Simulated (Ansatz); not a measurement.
`[F][In-]([F])([F])[NH2+][SiH3]`. The species carries charge 0 and has multiplicity 1. In: def2 effective core potential. Geometry: relaxed with PBE0-D4/def2-TZVP. It is one conformer, not always the lowest.

```xyz
11

F     0.943   -1.461   -2.521
In    1.437   -0.868   -0.735
F     0.880   -1.967    0.781
F     3.019    0.244   -0.521
N    -0.168    0.691   -0.405
Si   -1.239    0.315    0.996
H    -0.682    0.749   -1.281
H     0.321    1.576   -0.293
H    -0.374    0.293    2.189
H    -2.247    1.401    1.099
H    -1.890   -0.972    0.691
```

What is the dipole moment at r2SCAN/def2-TZVPP? (An estimate is asked.)

Computed: 5.72 D, with components (-4.13, 3.83, 1.01) D in this frame, pointing from negative to positive charge.

And with PBE, B3LYP, ωB97M-V? (An estimate is asked.)

Computed: PBE 5.65 D, B3LYP 5.78 D, ωB97M-V 5.75 D.

Give the Mulliken charges with r2SCAN, PBE, B3LYP in def2-TZVPP. (An estimate is asked.)

Computed: 
| atom | r2SCAN | PBE | B3LYP |
| --- | --- | --- | --- |
| F1 | -0.49 | -0.45 | -0.50 |
| In2 | 1.23 | 1.08 | 1.24 |
| F3 | -0.50 | -0.46 | -0.51 |
| F4 | -0.49 | -0.45 | -0.50 |
| N5 | -0.37 | -0.32 | -0.36 |
| Si6 | 0.35 | 0.26 | 0.33 |
| H7 | 0.18 | 0.18 | 0.17 |
| H8 | 0.18 | 0.18 | 0.17 |
| H9 | -0.02 | 0.00 | -0.01 |
| H10 | -0.05 | -0.03 | -0.04 |
| H11 | -0.02 | 0.00 | -0.01 |

B3LYP here is the variant with VWN-RPA as its local correlation; programs differ in this.
